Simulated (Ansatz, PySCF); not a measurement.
System: sum formula H3SiO2, net charge 0, doublet state. It need not be the lowest isomer of its formula. SMILES: [SiH2]([O])O
Geometry from a B3LYP-D3(BJ)/def2-TZVP (Ansatz, an electronic-structure program) optimisation:
```xyz
6

Si    -0.2926    -0.2554     0.1381
O     -0.7735     1.2989    -0.1230
O      1.2473    -0.6458    -0.2557
H     -1.1301    -1.1922    -0.6337
H     -0.5398    -0.3101     1.6081
H      1.9765    -0.1475     0.1229
```
Charge 0, spin multiplicity 2.

Quantity: atomisation energy (electronic, to ground-state atoms); the coupled-cluster value holds the core correlation from cc-pwCVTZ, in kcal/mol. Cores are frozen in the correlated levels unless marked. Open shells are spin-unrestricted. Spin-orbit coupling is left out. Non-relativistic. Basis-set limits of correlation are two-point, X^-3; Hartree-Fock from the larger set. The bracket is a focal-point correction in the basis named.

Level to compare with: RI-MP2/CBS(aug-cc-pV(T+d)Z,aug-cc-pV(Q+d)Z)+[CCSD(T)-MP2]/aug-cc-pV(T+d)Z plus the core term (Ansatz), 483.8 kcal/mol. It is a level with limits of its own, and the differences hold the functionals' basis error too.

### Question
Rank these functionals by how close they come to RI-MP2/CBS(aug-cc-pV(T+d)Z,aug-cc-pV(Q+d)Z)+[CCSD(T)-MP2]/aug-cc-pV(T+d)Z, closest first: TPSS/def2-TZVPD (PySCF); BP86/def2-TZVPD (PySCF); B3LYP/def2-TZVPD (Ansatz).

### Answer
TPSS/def2-TZVPD (meta-GGA, 482.2 kcal/mol, difference -1.6), B3LYP/def2-TZVPD (global hybrid, 477.2 kcal/mol, difference -6.6), BP86/def2-TZVPD (GGA, 492.5 kcal/mol, difference 8.7)
